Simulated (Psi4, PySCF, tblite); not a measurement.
Interaction energy of HCl ··· HCl (SMILES Cl and Cl). Monomers: optimised at B3LYP-D3(BJ) (def2-TZVP), held rigid. Orientation: a random orientation, not optimised. Only R, the distance of the centres of mass, is varied, so the lowest point isn't the relaxed dimer.

Geometry at R = 3.81 Å (first 2 atoms: monomer A):
```
4

Cl     0.6410     0.0000     0.0000
H     -0.6410     0.0000     0.0000
Cl     2.2638    -2.7727    -2.0441
H      2.5682    -2.6471    -0.8051
```

Methods: RMP2/3-21G = restricted MP2 (frozen core)/3-21G, no counterpoise correction in PySCF; RKS-B3LYP/LANL2DZ = restricted B3LYP/LANL2DZ, with its core potentials past Ne, no counterpoise correction in PySCF; GFN2-xTB (tblite); CCSD(T)/aug-cc-pVDZ = DF-CCSD(T)/aug-cc-pVDZ, frozen core, counterpoise-corrected run with Psi4.

Interaction energies in kJ/mol; the last columns give the difference from CCSD(T):

| R / Å | RMP2/3-21G | RKS-B3LYP/LANL2DZ | GFN2-xTB | CCSD(T)/aug-cc-pVDZ | RMP2/3-21G − CCSD(T)/aug-cc-pVDZ | RKS-B3LYP/LANL2DZ − CCSD(T)/aug-cc-pVDZ | GFN2-xTB − CCSD(T)/aug-cc-pVDZ |
|---|---|---|---|---|---|---|---|
| 3.19 | 11.41 | 11.16 | 0.92 | 13.32 | -1.91 | -2.15 | -12.40 |
| 3.40 | 3.48 | 3.72 | -1.33 | 5.09 | -1.62 | -1.37 | -6.42 |
| 3.62 | -0.13 | 0.21 | -1.93 | 1.16 | -1.29 | -0.95 | -3.09 |
| 3.81 | -1.41 | -1.07 | -1.94 | -0.32 | -1.09 | -0.75 | -1.62 |
| 4.02 | -1.89 | -1.55 | -1.79 | -0.96 | -0.92 | -0.59 | -0.83 |
| 4.19 | -1.92 | -1.59 | -1.63 | -1.11 | -0.81 | -0.48 | -0.52 |
| 4.51 | -1.66 | -1.38 | -1.30 | -1.04 | -0.62 | -0.33 | -0.26 |
| 4.81 | -1.36 | -1.16 | -1.02 | -0.86 | -0.49 | -0.30 | -0.15 |
| 5.35 | -0.96 | -0.91 | -0.64 | -0.58 | -0.38 | -0.33 | -0.06 |
| 5.98 | -0.69 | -0.70 | -0.38 | -0.37 | -0.32 | -0.33 | 0.00 |
| 7.00 | -0.44 | -0.46 | -0.18 | -0.21 | -0.23 | -0.25 | 0.02 |
| 8.28 | -0.27 | -0.28 | -0.10 | -0.12 | -0.15 | -0.16 | 0.02 |

RMP2/3-21G is furthest from CCSD(T)/aug-cc-pVDZ at 3.19 (-1.91 kJ/mol, below); its mean absolute difference over the points is 0.82 kJ/mol.

RKS-B3LYP/LANL2DZ is furthest from CCSD(T)/aug-cc-pVDZ at 3.19 (-2.15 kJ/mol, below); its mean absolute difference over the points is 0.67 kJ/mol.

GFN2-xTB is furthest from CCSD(T)/aug-cc-pVDZ at 3.19 (-12.40 kJ/mol, below); its mean absolute difference over the points is 2.12 kJ/mol.
